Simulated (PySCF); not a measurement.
The same groups moved round the core (silole mercapto). Gas-phase values, no solvent. One relaxed conformer stands for each flexible species; it need not be the lowest. Strings in code marks are SMILES.

The numbers are results of PBE-D3(BJ)/def2-TZVP // PBE0-D3(BJ)/def2-TZVP (PySCF), not measurements. Excitations are Tamm–Dancoff values on a coarser integration grid. The basis has no diffuse functions, so Rydberg states are missing or too high.

| species | brightest of the four lowest singlets (TDA) (eV) | T1 excitation (TDA) (eV) | HOMO (eV) | HOMO–LUMO gap (eV) |
|---|---|---|---|---|
| `SC1=CC=C[SiH2]1` (H–S–C–Si torsion 0°) | 3.71 | 2.23 | -5.10 | 2.67 |
| `SC1=C[SiH2]C=C1` (H–S–C–C torsion 180°) | 5.08 | 2.50 | -5.42 | 2.94 |
| `S[SiH]1C=CC=C1` (H–S–Si–C torsion 54°) | 4.37 | 2.58 | -5.83 | 3.10 |
